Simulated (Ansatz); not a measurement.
```yaml
crystal:
  periodic: [false, false, false]
  atoms:
    - {symbol: Ga, position_ang: [0.120362, -0.100898, -0.006270]}
    - {symbol: O, position_ang: [1.851842, 0.352663, 0.525201]}
    - {symbol: H, position_ang: [2.336787, -0.354647, 0.336898]}
    - {symbol: O, position_ang: [-1.197357, 1.191625, 0.062320]}
    - {symbol: H, position_ang: [-0.865427, 2.217957, 0.327084]}
    - {symbol: O, position_ang: [-0.485051, -1.320228, -0.598351]}
    - {symbol: H, position_ang: [-1.398653, -1.699165, -0.793200]}
basis:
  gaussian: {orbitals: def2-mTZVP}
hamiltonian: {xc: {name: revPBE0}, dispersion: d3bjatm}
scf: {lower_state_search: full}
output: {forces: true}
```

```sh
$ ansatz run in.yaml --threads 4 --pin off --events-out ev --progress --plain --max-ram 3916MiB
```

Shortened log:

```
Functional definition: revPBE0
1002 factors; their error is unknown
mean field evaluation 1: about -58547.8051 eV, gradient 9.7e1 eV
mean field evaluation 2: about -58515.7608 eV, gradient 1.6e2 eV
mean field evaluation 4: about -58562.3198 eV, gradient 1.1e1 eV
mean field evaluation 8: about -58562.5306 eV, gradient 1.2e-1 eV
mean field evaluation 16: about -58562.7506 eV, gradient 2.2e-5 eV
mean field -58562.75060656 eV, -2152.1413895332 hartree, gradient 2.2e-5 eV, S^2 0.000000; 0 other end points of the search recorded, 0 dependent functions left out
reference -58562.75064192 eV, -2152.1413908325 hartree; 29, 29 occupied and 88, 88 virtual orbitals, 1002 factors
Total energy: -58562.94246485 eV, -2152.1484401952 hartree
Atom 0 at     0.120362    -0.100898    -0.006270 Å, force     6.109354    14.384172     6.477830 eV/Å
Atom 1 at     1.851842     0.352663     0.525201 Å, force    -5.054165     4.077699     0.638863 eV/Å
Atom 2 at     2.336787    -0.354647     0.336898 Å, force     3.845808    -4.802238    -1.143525 eV/Å
Atom 3 at    -1.197357     1.191625     0.062320 Å, force     2.036746     4.250190     1.260861 eV/Å
Atom 4 at    -0.865427     2.217957     0.327084 Å, force    -1.320230    -4.502959    -1.077588 eV/Å
Atom 5 at    -0.485051    -1.320228    -0.598351 Å, force    -7.871097   -14.581598    -6.681305 eV/Å
Atom 6 at    -1.398653    -1.699165    -0.793200 Å, force     2.253584     1.174735     0.524863 eV/Å
Dipole moment:    -0.012105    -0.403314    -0.108071 e Å
```

Hardware: 4 threads of Arm Neoverse V1 on a shared host. Wall time 1.4 s.
